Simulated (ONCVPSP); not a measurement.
**manganese (Mn): excitation energies, all-electron against ONCV**

ONCVPSP 4.0.1 input, shortened (lines: element, Z, core and valence counts, functional; n l f; lmax; l rc ep ncon nbas qcut; lloc lpopt rc5 dvloc0; l nproj debl; icmod fcfact rcfact), PBEsol, scalar-relativistic:

```
  Mn 25.00    3    4  -116133      upf
    1    0    2.00
    2    0    2.00
    2    1    6.00
    3    0    2.00
    3    1    6.00
    3    2    5.00
    4    0    1.00
    2
    0    1.35    0.00    4    8   10.80
    1    1.05    0.00    4    7   15.80
    2    1.25    0.00    5   10   10.30
    4    5    0.65   -1.00
    0    2    0.30
    1    2    1.30
    2    2    2.40
    3    4.25    1.75
```

In the p channel the program set the typed energies aside and used -2.305, 0.250 Ha.

Energies are relative to the spin-unpolarised reference configuration 3s2 3p6 3d5 4s1; without spin polarisation the order of configurations can differ from experiment.

```
valence configuration  charge  ΔE all-electron (eV)  error AE − PS (meV)
      3s2 3p6 3d5 4s2       0                -8.433                 +1.1
      3s2 3p6 3d5 4s0      +2                15.512                 -0.4
      3s2 3p6 3d4 4s0      +3                47.992                 +8.7
```

Task: What are ΔE and the potential's error for 3s2 3p6 3d3 4s0?

Result: ΔE = 98.713 eV all-electron; the error (AE − PS) is +109 meV.

Levels in the configuration 3s2 3p6 3d5 4s2:

```tsv
level	all-electron (eV)	pseudo (eV)
3s	-85.644	-85.643
3p	-54.483	-54.484
3d	-6.794	-6.791
4s	-5.125	-5.126
```
